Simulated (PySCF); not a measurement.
## Co³⁺ (cobalt, charge +3): UHF calculation

Configuration: [Ar] 3d6, high-spin 5D determinant. Computed with PySCF 2.14 in aug-cc-pVTZ-DK (8s7p5d3f2g, 93 functions), with scalar relativity by spin-free X2C-1e.

* Total energy: -1389.908994 hartree
* One-electron energy: -1890.3000 hartree
* Hartree (Coulomb) energy: 558.2903 hartree
* Exchange energy: -57.8993 hartree
* ⟨S²⟩: 6.0028
* ⟨L²⟩: 6.013
* Sum of ⟨r⟩: 13.88 bohr
* Sum of ⟨r²⟩: 12.86 bohr²
* Traceless quadrupole moment −½Σ⟨3z² − r²⟩ along its main axis: 0.326 e·bohr²
* Langevin diamagnetic susceptibility: -10.2 ×10⁻⁶ cm³/mol

```
shell  electrons  mean orbital energy (eV)  spread (eV)  rms radius, mean of both spins (bohr)
 1s α          1                   -7815.3            0                                 0.0649
 1s β          1                   -7815.2            0                                 0.0649
 2s α          1                   -1006.4            0                                  0.276
 2s β          1                   -1002.4            0                                  0.276
 2p α          3                   -864.12        1.138                                  0.249
 2p β          3                   -860.14        0.006                                  0.249
 3s α          1                   -169.30            0                                  0.825
 3s β          1                   -158.52            0                                  0.825
 3p α          3                   -126.75        2.331                                  0.875
 3p β          3                   -113.78        1.673                                  0.875
 3d α          5                   -58.292        2.755                                   1.03
 3d β          1                   -52.088            0                                   1.03
```

Densities and radii are taken from the X2C orbitals without a picture-change correction, which distorts them close to the nucleus.

Spin-orbit constants ζ (cm⁻¹) from the X2C one-electron operator on these orbitals: bare nucleus, nucleus screened by l(l+1)(2l+1)/3 electrons, and screened by the Breit-Pauli mean field of the electrons.

| shell | bare | screened nucleus | mean field |
| --- | --- | --- | --- |
| 2p | 83720 | 77520 | 74720 |
| 3p | 10700 | 9906 | 9489 |
| 3d | 1064 | 669.6 | 608.6 |

To first order the Landé constant is A = -152.1 cm⁻¹, so the lowest level has J = 4 and lies 0.0755 eV below the centre of the term. This holds in LS coupling only.
